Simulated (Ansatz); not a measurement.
Molecule: sum formula CrO₂H₂, charge 0, multiplicity 5. The spin state was set by rule; other spins were not relaxed. SMILES: [OH][Cr][OH]
Coordinates optimised at B3LYP-D3(BJ)/def2-TZVP (Ansatz, a program for electronic structure):
```
Cr
O 1 1.8093
H 2 0.9604 1 129.37
O 1 1.8093 2 148.75 3 87.52
H 4 0.9604 1 129.37 2 -87.52
```
Charge 0, spin multiplicity 5.

Parts of the frozen-core correlation energy in def2-TZVPP (Ansatz, hartree). Frozen orbitals: 11; correlated occupied orbitals by spin: 12 and 8; virtual: 131 and 135. Open shells are spin-unrestricted. No spin-orbit coupling. No relativistic terms.

| term | value |
|---|---|
| reference (HF) | -1194.34754 |
| MP2 opposite-spin | -0.41938 |
| MP2 same-spin | (withheld) |
| CCSD correlation | (withheld) |
| (T) | (withheld) |
| T1 diagnostic | 0.030 |
| largest doubles amplitude | 0.020 |
| <S^2> of the reference | 6.023 |

Question: Some entries are withheld; supply them.

Answer: 
- MP2 same-spin, value: -0.19774
- CCSD correlation, value: -0.62812
- (T), value: -0.02548
